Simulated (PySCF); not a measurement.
Computed properties of Mo(O)(NH)(Cl)(Br) (BrClHMoNO), SMILES [NH]=[Mo](=[O])([Cl])[Br], multiplicity 1

Mo(O)(NH)(Cl)(Br) (BrClHMoNO), SMILES [NH]=[Mo](=[O])([Cl])[Br], multiplicity 1. Coordinates come from a PBE0-D3(BJ)/def2-SVP optimisation. The multiplicity is an assumed one; no other spin state was optimised. The structure was generated by enumeration; whether it is a known compound was not checked. The def2 effective core potentials stand for the cores of Mo; spin–orbit coupling is left out. The values are those of a single conformer. All values are computed for the isolated molecule unless a solvent is named; none is compared with measurement here.

**Structure.** All 12 harmonic modes at PBE0-D3(BJ)/def2-SVP (PySCF) are real, so it is a minimum. With heavy atoms numbered as in [Mo:1](=[O:2])(=[NH:3])([Cl:5])[Br:6], the shortest bond between them is Mo1–O2 at 1.660 Å and the longest Mo1–Br6 at 2.415 Å.

**Vibrations.** The strongest infrared lines (harmonic, unscaled, degenerate partners summed) lie at 3602 cm⁻¹ (247 km/mol, H 93 %), 534 cm⁻¹ (143 km/mol, H 60 %, N 31 %), 672 cm⁻¹ (121 km/mol, H 75 %, N 20 %). The softest mode is at 94 cm⁻¹ and the zero-point energy is 12.3 kcal/mol.

**Electronic structure.** HF/def2-TZVP (PySCF) places the frontier levels at -11.56 and -0.05 eV, a gap of 11.51 eV, and gives a dipole moment of 2.18 D and a mean polarisability of 75.7 bohr³. PBE/def2-TZVP (PySCF) at the same geometry gives -7.37 and -3.96 eV, so its gap is 8.10 eV narrower. An orbital gap is neither the optical nor the fundamental gap.

**Excitations.** TDA-ωB97X/def2-SVPD (PySCF) has S1 at 4.08 eV (304 nm, f = 0.008, weak); the most intense of the 10 singlets computed lies at 4.75 eV (f = 0.03). T1 (TDA) is at 3.52 eV, 0.56 eV under S1. TDA-PBE/def2-SVPD (PySCF) puts S1 at 3.54 eV. No vertical singlet excitation falls in the visible range (under 3.1 eV).
